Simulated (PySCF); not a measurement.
**Exercise with solution: oscillator strength and radiative lifetime**

C₃H₅Cl₂F, SMILES ClC(CC)(F)Cl.

Geometry: ωB97X-D3(BJ)/def2-SVP. One conformer was computed; it need not be the lowest.

PySCF with TDDFT-PBE0/def2-SVPD puts the first singlet state with f over 0.02 at 6.98 eV (vertical), with the transition dipole (-0.122, -0.249, 0.207) in atomic units.

**Question.** Find the oscillator strength, the wavelength and the radiative lifetime that this transition would have in vacuum if emission retraced absorption.

**Answer.** 
|μ|² = 0.1197 au, so |μ| = 0.88 D. ΔE = 6.98/27.211 = 0.2565 hartree. f = (2/3) ΔE |μ|² = 0.020 (the program prints 0.020).
λ = 1239.84/6.98 = 178 nm; ν = 56297 cm⁻¹.
Einstein's coefficient A = 0.6670 ν² f s⁻¹ (ν in cm⁻¹) = 4.3e7 s⁻¹, so τ = 1/A = 23 ns. This state is S1. The figure is the radiative limit of this one transition; relaxation, internal conversion, crossing to triplets and a medium change what is measured.
